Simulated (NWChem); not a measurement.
# SiAsH3F2; SMILES F[SiH](F)[AsH2]

```xyz
7

Si     0.3839    -1.0151     0.0000
F     -0.3187    -1.6806     1.3144
F     -0.3187    -1.6806    -1.3144
As    -0.1024     1.2998     0.0000
H      1.8224    -1.4293     0.0000
H      0.9593     1.4986    -1.1008
H      0.9593     1.4986     1.1008
```
Atoms are numbered in this order, from 1.

Results from NWChem. Pople sets run with spherical d functions. Medium grid unless said otherwise, to which SCAN and Minnesota functionals are sensitive. Coordinates come from a PBE-D3(BJ)/def2-SVP optimisation. Hybrids' shares of exact exchange are those that their runs print; pure functionals count as 0. The functionals differ in more than this share.

```csv
row,share of exact exchange,highest occupied level (eV)
PBE/6-31G*,0.00,-6.81
TPSS/6-31G*,0.00,-6.97
B3LYP/6-31G*,0.20,-7.75
PW6B95/6-31G*,0.28,withheld
M05-2X/6-31G*,0.56,-9.25
Hartree-Fock/6-31G*,1.00,-10.57
```

Problem. Fit a straight line of the last column on the one before it, predict the withheld value, and compare with the run.

Solution. 
1. Means of the 5 shown rows: x = 0.352, y = -8.270. Slope Σ(x − x̄)(y − ȳ)/Σ(x − x̄)² = -2.745/0.7341 = -3.739; intercept -6.954.
2. The shown rows scatter about the line by 0.126 (root mean square); the largest residual is -0.20, at M05-2X/6-31G*.
3. At x = 0.28 (PW6B95/6-31G*; inside the shown range) the line gives -8.00.
4. The run gives -8.05, -0.05 from the line, 0.4 times the scatter.
